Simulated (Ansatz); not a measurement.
## Molecular dynamics of GaH3O2

Input:

```yaml
crystal:
  periodic: [false, false, false]
  atoms:
    - { symbol: Ga, position_ang: [0.037594, -0.171744, 0.155626] }
    - { symbol: H, position_ang: [-0.122864, 0.212835, 1.66138] }
    - { symbol: O, position_ang: [1.683592, -0.300636, -0.570228] }
    - { symbol: H, position_ang: [1.64413, -0.538612, -1.517789] }
    - { symbol: O, position_ang: [-1.279288, -0.531311, -1.037326] }
    - { symbol: H, position_ang: [-2.172964, -0.469131, -0.648063] }
basis:
  gaussian: { orbitals: def2-SVP }
hamiltonian:
  xc: blyp
  dispersion: d4
md:
  timestep: 0.5
  n_steps: 150
  ensemble: nvt_nose_hoover
  temperature: 200.0
  initial_velocities: maxwell_boltzmann
  seed: 177949
  nose_hoover: { tau: 300.0, chain_length: 1 }
  masses: [{ species: H, mass: 3.016 }]
```

Run as:

```bash
$ ansatz run input.yaml --threads 1 --pin off --max-ram 2048MiB --backend cpu --events-out ev --progress --plain --runs-dir out
```

It starts from a relaxed structure.

Output, in part (one step line in 3, the closing report, with atoms numbered from 0):

```
md step     0: t =     0.00 fs  T =   200.0 K  F+E_penalty+E_count = -56513.57979474 eV  E_kin = 0.103408 eV  conserved = -56513.47638675 eV  (26 SCF iters)
md step     3: t =     1.50 fs  T =   182.2 K  F+E_penalty+E_count = -56513.57051790 eV  E_kin = 0.094209 eV  conserved = -56513.47630934 eV  (27 SCF iters)
md step     6: t =     3.00 fs  T =   148.1 K  F+E_penalty+E_count = -56513.55276331 eV  E_kin = 0.076579 eV  conserved = -56513.47618494 eV  (27 SCF iters)
md step     9: t =     4.50 fs  T =   128.9 K  F+E_penalty+E_count = -56513.54280135 eV  E_kin = 0.066648 eV  conserved = -56513.47615538 eV  (26 SCF iters)
md step    12: t =     6.00 fs  T =   132.3 K  F+E_penalty+E_count = -56513.54464663 eV  E_kin = 0.068408 eV  conserved = -56513.47624266 eV  (27 SCF iters)
md step    15: t =     7.50 fs  T =   136.7 K  F+E_penalty+E_count = -56513.54702009 eV  E_kin = 0.070692 eV  conserved = -56513.47633570 eV  (27 SCF iters)
md step    18: t =     9.00 fs  T =   120.0 K  F+E_penalty+E_count = -56513.53830751 eV  E_kin = 0.062025 eV  conserved = -56513.47629478 eV  (27 SCF iters)
md step    21: t =    10.50 fs  T =    92.6 K  F+E_penalty+E_count = -56513.52401742 eV  E_kin = 0.047876 eV  conserved = -56513.47615870 eV  (25 SCF iters)
md step    24: t =    12.00 fs  T =    86.4 K  F+E_penalty+E_count = -56513.52080741 eV  E_kin = 0.044684 eV  conserved = -56513.47614603 eV  (27 SCF iters)
md step    27: t =    13.50 fs  T =   104.1 K  F+E_penalty+E_count = -56513.53007633 eV  E_kin = 0.053819 eV  conserved = -56513.47628673 eV  (26 SCF iters)
md step    30: t =    15.00 fs  T =   112.5 K  F+E_penalty+E_count = -56513.53448497 eV  E_kin = 0.058161 eV  conserved = -56513.47636242 eV  (27 SCF iters)
md step    33: t =    16.50 fs  T =    92.6 K  F+E_penalty+E_count = -56513.52413581 eV  E_kin = 0.047903 eV  conserved = -56513.47628193 eV  (26 SCF iters)
md step    36: t =    18.00 fs  T =    63.5 K  F+E_penalty+E_count = -56513.50891519 eV  E_kin = 0.032807 eV  conserved = -56513.47616626 eV  (26 SCF iters)
md step    39: t =    19.50 fs  T =    53.8 K  F+E_penalty+E_count = -56513.50387804 eV  E_kin = 0.027796 eV  conserved = -56513.47614694 eV  (27 SCF iters)
md step    42: t =    21.00 fs  T =    68.7 K  F+E_penalty+E_count = -56513.51166569 eV  E_kin = 0.035501 eV  conserved = -56513.47623816 eV  (26 SCF iters)
md step    45: t =    22.50 fs  T =    85.8 K  F+E_penalty+E_count = -56513.52060322 eV  E_kin = 0.044364 eV  conserved = -56513.47632647 eV  (27 SCF iters)
md step    48: t =    24.00 fs  T =    84.5 K  F+E_penalty+E_count = -56513.51985157 eV  E_kin = 0.043672 eV  conserved = -56513.47628166 eV  (27 SCF iters)
md step    51: t =    25.50 fs  T =    76.2 K  F+E_penalty+E_count = -56513.51541823 eV  E_kin = 0.039375 eV  conserved = -56513.47616061 eV  (27 SCF iters)
md step    54: t =    27.00 fs  T =    88.7 K  F+E_penalty+E_count = -56513.52190973 eV  E_kin = 0.045868 eV  conserved = -56513.47617608 eV  (27 SCF iters)
md step    57: t =    28.50 fs  T =   117.9 K  F+E_penalty+E_count = -56513.53710049 eV  E_kin = 0.060936 eV  conserved = -56513.47632287 eV  (27 SCF iters)
md step    60: t =    30.00 fs  T =   128.7 K  F+E_penalty+E_count = -56513.54270767 eV  E_kin = 0.066518 eV  conserved = -56513.47637710 eV  (27 SCF iters)
md step    63: t =    31.50 fs  T =   107.1 K  F+E_penalty+E_count = -56513.53142997 eV  E_kin = 0.055371 eV  conserved = -56513.47627624 eV  (27 SCF iters)
md step    66: t =    33.00 fs  T =    77.2 K  F+E_penalty+E_count = -56513.51580992 eV  E_kin = 0.039890 eV  conserved = -56513.47616027 eV  (27 SCF iters)
md step    69: t =    34.50 fs  T =    67.8 K  F+E_penalty+E_count = -56513.51096808 eV  E_kin = 0.035071 eV  conserved = -56513.47615680 eV  (27 SCF iters)
md step    72: t =    36.00 fs  T =    80.2 K  F+E_penalty+E_count = -56513.51744829 eV  E_kin = 0.041468 eV  conserved = -56513.47626085 eV  (27 SCF iters)
md step    75: t =    37.50 fs  T =    88.7 K  F+E_penalty+E_count = -56513.52189537 eV  E_kin = 0.045863 eV  conserved = -56513.47634002 eV  (27 SCF iters)
md step    78: t =    39.00 fs  T =    75.0 K  F+E_penalty+E_count = -56513.51473717 eV  E_kin = 0.038802 eV  conserved = -56513.47626902 eV  (27 SCF iters)
md step    81: t =    40.50 fs  T =    57.1 K  F+E_penalty+E_count = -56513.50530288 eV  E_kin = 0.029518 eV  conserved = -56513.47614106 eV  (27 SCF iters)
md step    84: t =    42.00 fs  T =    64.5 K  F+E_penalty+E_count = -56513.50915623 eV  E_kin = 0.033357 eV  conserved = -56513.47617588 eV  (26 SCF iters)
md step    87: t =    43.50 fs  T =    88.9 K  F+E_penalty+E_count = -56513.52190523 eV  E_kin = 0.045984 eV  conserved = -56513.47632680 eV  (27 SCF iters)
md step    90: t =    45.00 fs  T =    94.4 K  F+E_penalty+E_count = -56513.52473754 eV  E_kin = 0.048817 eV  conserved = -56513.47636153 eV  (26 SCF iters)
md step    93: t =    46.50 fs  T =    71.2 K  F+E_penalty+E_count = -56513.51261070 eV  E_kin = 0.036836 eV  conserved = -56513.47624972 eV  (27 SCF iters)
md step    96: t =    48.00 fs  T =    46.0 K  F+E_penalty+E_count = -56513.49943875 eV  E_kin = 0.023794 eV  conserved = -56513.47614368 eV  (23 SCF iters)
md step    99: t =    49.50 fs  T =    45.3 K  F+E_penalty+E_count = -56513.49903705 eV  E_kin = 0.023397 eV  conserved = -56513.47615857 eV  (21 SCF iters)
md step   102: t =    51.00 fs  T =    65.5 K  F+E_penalty+E_count = -56513.50957543 eV  E_kin = 0.033849 eV  conserved = -56513.47626952 eV  (26 SCF iters)
md step   105: t =    52.50 fs  T =    79.8 K  F+E_penalty+E_count = -56513.51701802 eV  E_kin = 0.041264 eV  conserved = -56513.47633187 eV  (27 SCF iters)
md step   108: t =    54.00 fs  T =    74.4 K  F+E_penalty+E_count = -56513.51409902 eV  E_kin = 0.038474 eV  conserved = -56513.47624198 eV  (26 SCF iters)
md step   111: t =    55.50 fs  T =    71.2 K  F+E_penalty+E_count = -56513.51230890 eV  E_kin = 0.036826 eV  conserved = -56513.47613531 eV  (26 SCF iters)
md step   114: t =    57.00 fs  T =    94.6 K  F+E_penalty+E_count = -56513.52441209 eV  E_kin = 0.048898 eV  conserved = -56513.47620918 eV  (27 SCF iters)
md step   117: t =    58.50 fs  T =   126.9 K  F+E_penalty+E_count = -56513.54121390 eV  E_kin = 0.065614 eV  conserved = -56513.47635502 eV  (27 SCF iters)
md step   120: t =    60.00 fs  T =   133.2 K  F+E_penalty+E_count = -56513.54438886 eV  E_kin = 0.068861 eV  conserved = -56513.47635478 eV  (27 SCF iters)
md step   123: t =    61.50 fs  T =   112.2 K  F+E_penalty+E_count = -56513.53334199 eV  E_kin = 0.058009 eV  conserved = -56513.47622838 eV  (27 SCF iters)
md step   126: t =    63.00 fs  T =    94.6 K  F+E_penalty+E_count = -56513.52411440 eV  E_kin = 0.048929 eV  conserved = -56513.47613822 eV  (26 SCF iters)
md step   129: t =    64.50 fs  T =   103.3 K  F+E_penalty+E_count = -56513.52856877 eV  E_kin = 0.053400 eV  conserved = -56513.47617827 eV  (26 SCF iters)
md step   132: t =    66.00 fs  T =   128.3 K  F+E_penalty+E_count = -56513.54156127 eV  E_kin = 0.066342 eV  conserved = -56513.47629696 eV  (26 SCF iters)
md step   135: t =    67.50 fs  T =   140.6 K  F+E_penalty+E_count = -56513.54785986 eV  E_kin = 0.072678 eV  conserved = -56513.47634157 eV  (26 SCF iters)
md step   138: t =    69.00 fs  T =   129.9 K  F+E_penalty+E_count = -56513.54213004 eV  E_kin = 0.067138 eV  conserved = -56513.47623455 eV  (27 SCF iters)
md step   141: t =    70.50 fs  T =   121.5 K  F+E_penalty+E_count = -56513.53762221 eV  E_kin = 0.062800 eV  conserved = -56513.47614112 eV  (26 SCF iters)
md step   144: t =    72.00 fs  T =   136.5 K  F+E_penalty+E_count = -56513.54541803 eV  E_kin = 0.070585 eV  conserved = -56513.47623268 eV  (27 SCF iters)
md step   147: t =    73.50 fs  T =   153.7 K  F+E_penalty+E_count = -56513.55436325 eV  E_kin = 0.079490 eV  conserved = -56513.47636619 eV  (26 SCF iters)
md step   150: t =    75.00 fs  T =   141.4 K  F+E_penalty+E_count = -56513.54784798 eV  E_kin = 0.073093 eV  conserved = -56513.47634438 eV  (27 SCF iters)
Total energy: -56513.54814148 eV, -2076.8345879406 hartree
Atom 0 at     0.031169    -0.183902     0.162673 Å, force     0.300255     0.073414    -0.478257 eV/Å
Atom 1 at    -0.054894     0.294416     1.632336 Å, force    -0.096442    -0.023474     0.193345 eV/Å
Atom 2 at     1.671829    -0.282141    -0.579492 Å, force     0.186392    -0.079079    -0.167745 eV/Å
Atom 3 at     1.706620    -0.512719    -1.534663 Å, force    -0.176253     0.045467     0.333299 eV/Å
Atom 4 at    -1.269796    -0.540487    -1.052213 Å, force    -0.430298     0.146786     0.414376 eV/Å
Atom 5 at    -2.142840    -0.344967    -0.636957 Å, force     0.216345    -0.163115    -0.295018 eV/Å
Dipole moment:    -0.332591     0.023569     0.093298 e Å
```

The run went to its last step. The conserved energy stayed within 0.044 meV per atom of its start (net change 0.0072 meV per atom), so the integration is sound. The mean temperature of the second half is 51 % below the set value. A run of 0.075 ps of so small a system gives no equilibrium averages.

The same pairs are bonded in the first frame and the last. Pairs count as bonded within 1.25 times the sum of covalent radii (0.12 Å more for H–H).

Last frame:

```xyz
6
Properties=species:S:1:pos:R:3
Ga 0.031 -0.184 0.163
H -0.055 0.294 1.632
O 1.672 -0.282 -0.580
H 1.707 -0.513 -1.535
O -1.270 -0.540 -1.052
H -2.143 -0.345 -0.637
```

Time of the run: 3.7 min on 1 thread of Arm Neoverse V2, with other jobs on the host, peak memory 0.13 GiB.
